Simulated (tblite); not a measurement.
C₃H₁₅NSi₃.
Cartesian coordinates in Å at the GFN2-xTB level; atoms count from 1:
```xyz
22
C3H15NSi3 angstrom
C     -0.9453    0.3362   -1.9778
C     -1.0585   -0.1718   -0.5408
Si    -2.6512    0.4877    0.2605
N     -2.8948   -0.4338    1.6958
Si     0.5128    0.2364    0.4551
C      2.0335   -0.6145   -0.3033
Si     3.6768   -0.2523    0.5672
H     -0.8543    1.4205   -1.9946
H     -1.8282    0.0673   -2.5561
H     -0.0751   -0.0825   -2.4824
H     -1.1527   -1.2617   -0.5834
H     -3.8309    0.2044   -0.5631
H     -2.5382    1.9464    0.4420
H     -3.7196   -0.2512    2.2434
H     -2.1079   -0.5816    2.3064
H      0.7191    1.6921    0.4725
H      0.3662   -0.2294    1.8449
H      2.1257   -0.3192   -1.3487
H      1.8684   -1.6925   -0.3100
H      4.7509   -1.0209   -0.0732
H      3.9918    1.1743    0.4659
H      3.6011   -0.6345    1.9788
```

Method: GFN2-xTB as coded in tblite; computed harmonic values from a numerical Hessian at the method's own geometry, unscaled. Errors from tens to a few hundred cm⁻¹ against measured bands are possible. Modes of hydrogen on silicon can be 10 to 20 % off. One conformer, not necessarily the lowest.

Harmonic wavenumbers (cm⁻¹): 33.2, 36.9, 60.9, 79.0, 110.8, 137.9, 177.3, 210.1, 213.7, 224.4, 277.2, 307.8, 451.9, 483.6, 493.2, 516.5, 545.7, 579.0, 588.7, 655.5, 686.3, 709.8, 715.1, 725.1, 773.2, 792.0, 796.0, 797.9, 804.6, 808.1, 828.6, 844.2, 902.0, 990.0, 1022.6, 1049.8, 1084.2, 1139.2, 1154.2, 1270.6, 1424.0, 1455.9, 1516.0, 1523.0, 1524.7, 2152.1, 2170.2, 2204.0, 2224.6, 2233.0, 2252.1, 2254.9, 2920.0, 2967.9, 2979.0, 2994.9, 3006.4, 3023.7, 3477.6, 3512.6.

A = 2933, B = 553.9, C = 491.5 MHz; mass 149.051 u (most abundant isotopes); point group C1, symmetry number 1.

Q: What is the zero-point energy?

A: Half the sum of the wavenumbers: 35947 cm⁻¹ = 430.02 kJ/mol.

Q: Give the ideal-gas entropy at 400 K and 1 bar in the rigid-rotor, harmonic-oscillator model (classical rotation).

A: Translation 177.38, rotation 130.76, vibration 247.80: S = 555.9 J/(mol K).

Q: And Cp and H(400 K) − H(0)?

A: Cp = 262.15 J/(mol K), of which vibrations give 228.90 (their classical limit is 60 R = 498.9); H(400 K) − H(0) = 62.29 kJ/mol without the zero-point energy, 48.99 from vibrations.

Q: How do the functions run with temperature in this model?

A: 
```tsv
T (K)	S (J/(mol K))	Cp (J/(mol K))	H − H(0) (kJ/mol)	G − H(0) (kJ/mol)	ln q(vib)
100	325.6	101.2	6.85	-25.71	3.41
200	412.6	157.3	19.72	-62.80	7.48
300	487.4	214.6	38.37	-107.86	11.33
500	618.6	299.9	90.47	-218.86	18.69
800	778.0	377.4	193.08	-429.31	28.71
1000	866.1	411.5	272.14	-593.92	34.71
```

q(vib) and H(0) count from the zero-point level.

Q: Which modes carry the vibrational entropy at 400 K?

A: 33.2 cm⁻¹: 25.99; 36.9 cm⁻¹: 25.11; 60.9 cm⁻¹: 20.96; 79.0 cm⁻¹: 18.80; 110.8 cm⁻¹: 16.02; 137.9 cm⁻¹: 14.23 J/(mol K); the other 54 give 126.69 together.

Q: What must be added to the electronic energy to get the Gibbs energy at 400 K and 1 bar?

A: ZPE + [H(400 K) − H(0)] − T·S = 430.02 + 62.29 − 222.37 = 269.94 kJ/mol.

Q: Blend soft modes into free rotors: weight 1/[1 + (100 cm⁻¹/ν̃)⁴] for the oscillator and the rest for a rotor with moment μB/(μ + B), μ = h/(8π²ν), B = 10⁻⁴⁴ kg m². What vibrational entropy results?

A: 221.60 J/(mol K) in place of 247.80, which changes −T·S at 400 K by +10.48 kJ/mol.

Hindered rotation and anharmonicity are outside this model. Other conformers, if any are populated, would add a mixing term that is left out. The structure is chiral; the term R ln 2 for an equal mix with its mirror image is left out.

The run took 1.9 s on Arm Neoverse N1, one thread (shared host). The figure is for the frequency step alone.
